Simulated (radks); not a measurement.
The numbers below are computed, except where a source is named.
Problem. Cs II, 54 electrons, occupied as [Xe]. Code: a radial shooting solver on a logarithmic mesh with Libxc functionals. Model: Dirac Kohn-Sham, PBE, spin-unpolarised, spherical densities, point nucleus.

Spin-orbit splittings of the eigenvalues, e(l+1/2) - e(l-1/2), with zeta = 2 splitting/(2l+1) and mean radii in bohr:

| shell | occ. | splitting (eV) | zeta (eV) | <r> j=l-1/2 | <r> j=l+1/2 |
|---|---|---|---|---|---|
| 2p | 6 | 352.3 | 234.9 | 0.09403 | 0.09992 |
| 3p | 6 | 67.51 | 45.01 | 0.2887 | 0.3005 |
| 3d | 10 | 14.33 | 5.732 | 0.2714 | 0.2751 |
| 4p | 6 | 13.77 | 9.179 | 0.7206 | 0.7481 |
| 4d | 10 | ? | ? | 0.8307 | 0.8411 |
| 5p | 6 | 1.648 | 1.098 | 2.009 | 2.101 |

Estimate the 4d splitting.

Solution. 2.285 eV (zeta = 0.9139 eV).
